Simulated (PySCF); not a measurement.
# Excitation energy of B by level of theory

B [He] 2s2 2p1 (2P) → B [He] 2s1 2p1 3d1 (high-spin determinant), as a difference of total energies. Calculation: PySCF 2.14, in aug-cc-pVTZ with one added diffuse shell each of s, p, d, f type (6s5p4d3f, 62 functions); the non-relativistic Hamiltonian (point nucleus). Correlated levels: valence: 1s2 frozen. The calculations carry no spin-orbit coupling.

```csv
method,excitation energy (eV)
UHF,9.673
MP2 (valence),10.768
SCS-MP2 (valence),11.009
CCSD (valence),11.250
CCSD(T) (valence),11.285
```

Question: How much does correlation contribute at CCSD(T) (valence)?

Answer: 11.285 − (9.673) = 1.612 eV, measured against UHF.

The upper state lies above the first ionisation limit, but in LS coupling its spin forbids autoionisation to the ground ion. A Rydberg-like electron needs more diffuse functions than a valence basis has.

The promoted electron is Rydberg-like, and one or two diffuse shells describe it only roughly, which tends to raise the upper state.

The determinant of the upper state mixes LS terms, which raises its energy above the lowest term, most at the Hartree-Fock and MP2 levels.
